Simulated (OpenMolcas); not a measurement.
Cu4+, Ag4+, Au4+: d⁷ down the group

- Program: OpenMolcas
- Method: CASSCF
- Basis: ANO-R3
- Scalar Hamiltonian: X2C, finite nucleus
- Spin-orbit coupling: state interaction with AMFI integrals over the reference wave functions, term energies averaged over their components

Active space for each ion: 7 electrons in 5 orbitals (d).

Computed levels in cm-1 above ⁴F_9/2:

```
                               Level   Cu4+   Ag4+   Au4+
                              ⁴F_7/2   1559   3510  11859
                              ⁴F_5/2   2685   5677  14092
                              ⁴P_5/2  24952  18615  22889
                              ²G_9/2  25133  19381  23406
                              ⁴P_1/2  26170  20887  27404
                              ²G_7/2  26644  22873  32372
                             ²H_11/2  33357  25783  30974
                              ²P_1/2  34696  29146  43402
                              ²H_9/2  34724  29381  43730
weight of ⁴F in the lowest level (%)    100     97     84
```

Mixed levels, with the weight of the term that names them: Au4+ ⁴F_5/2 (64 %), Au4+ ²G_9/2 (58 %), Au4+ ⁴P_1/2 (67 %), Au4+ ²P_1/2 (67 %), Au4+ ²H_9/2 (71 %).

Measured, with the error of the calculation in %. Measured levels: Cu4+ from Sugar and Musgrove, J. Phys. Chem. Ref. Data 19, 527 (1990); Ag4+ from the list in Gamrath, thesis, University of Mons (2023).

```json
{"Level": "⁴F_7/2", "Cu4+": "1616 (-3.6)", "Ag4+": "3690 (-4.9)"}
{"Level": "⁴F_5/2", "Cu4+": "2759 (-2.7)", "Ag4+": "5816 (-2.4)"}
{"Level": "⁴P_5/2", "Cu4+": "20827 (+19.8)", "Ag4+": "14899 (+24.9)"}
{"Level": "²G_9/2", "Cu4+": "22575 (+11.3)", "Ag4+": "16875 (+14.9)"}
{"Level": "⁴P_1/2", "Cu4+": "21935 (+19.3)", "Ag4+": "17067 (+22.4)"}
{"Level": "²G_7/2", "Cu4+": "24100 (+10.6)", "Ag4+": "20442 (+11.9)"}
{"Level": "²H_11/2", "Cu4+": "30402 (+9.7)", "Ag4+": "22532 (+14.4)"}
{"Level": "²P_1/2", "Cu4+": "28367 (+22.3)", "Ag4+": "24599 (+18.5)"}
{"Level": "²H_9/2", "Cu4+": "31823 (+9.1)", "Ag4+": "26368 (+11.4)"}
```

The fine-structure level ⁴F_5/2 changes by a factor of 5.25 from Cu4+ to Au4+.

Without spin-orbit coupling ⁴P lies 23936, 16393, 14654 cm-1 above ⁴F in that order; the difference to the level ⁴P_5/2, of either sign, comes from spin-orbit coupling, which also lowers the zero.

Without dynamic correlation excited terms often stand tens of per cent too high (terms of higher spin than the ground term too low), and those without a measured partner can miss by more than the paired ones. Measured partners are found by configuration, term and J. A level has none where our copy of the source lacks it or the pairing is in doubt (some pairs that miss far off the trend of their configuration count as doubtful), and it then counts in no deviation. Only configurations of the active space appear.
